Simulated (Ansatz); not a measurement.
Input for Ansatz (a program for electronic structure): R-PBE0/def2-TZVPPD on H2 (SMILES [H][H]). Files ending in .json are basis or fitting sets from the Basis Set Exchange.

Ansatz 0.2 input:
```yaml
crystal:
  periodic: [false, false, false]
  atoms:
    - {symbol: H, position_ang: [0.15590097, -0.17408637, 3.27534443]}
    - {symbol: H, position_ang: [-0.05369787, 0.02738725, 3.96163435]}
basis:
  gaussian:
    orbitals: def2-TZVPPD.json
hamiltonian:
  xc: {name: PBE0}
scf: {lower_state_search: off}
```

### Question
What total energy does the run end on?

### Answer
-1.1685 hartree.
